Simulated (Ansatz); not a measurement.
Ansatz (an electronic-structure program) input (PBE/def2-TZVPD):

Ansatz 0.2 input:
```yaml
crystal:
  periodic: [false, false, false]
  atoms:
    - {symbol: Zn, position_ang: [-0.34635109, -0.19918104, -0.27335905]}
    - {symbol: C, position_ang: [1.09346963, 0.62883710, 0.86302549]}
    - {symbol: H, position_ang: [1.56320467, -0.22494741, 1.34319911]}
    - {symbol: H, position_ang: [0.54464400, 1.28148225, 1.53608599]}
    - {symbol: H, position_ang: [1.72186619, 1.14587364, 0.14333342]}
basis:
  gaussian:
    orbitals: def2-TZVPD
hamiltonian:
  xc: {name: PBE}
total_charge: 2
magnetization: {spin_polarized: true, initial_magnetization: 1}
```

End of the output:

```
integrals: 0.03 GiB planned
791 factors; their error is unknown
mean field: 0.37 GiB planned
mean field evaluation 1: about -49402.5833 eV, gradient 1.3e2 eV
mean field evaluation 2: about -49087.2315 eV, gradient 2.7e2 eV
mean field evaluation 4: about -49469.4983 eV, gradient 2.0e1 eV
mean field evaluation 8: about -49471.4174 eV, gradient 4.3e-1 eV
mean field evaluation 16: about -49471.3643 eV, gradient 6.7e-5 eV
mean field -49471.36431234 eV, -1818.0391055833 hartree, gradient 1.3e-5 eV, S^2 0.752147; 0 other end points of the search recorded, 0 dependent functions left out
reference -49471.36435209 eV, -1818.0391070444 hartree; 19, 18 occupied and 96, 97 virtual orbitals, 791 factors
Total energy: -49471.36435209 eV, -1818.0391070444 hartree
```

This state (charge 2, doublet) is run at the relaxed geometry of the species with charge 1 and multiplicity 1.
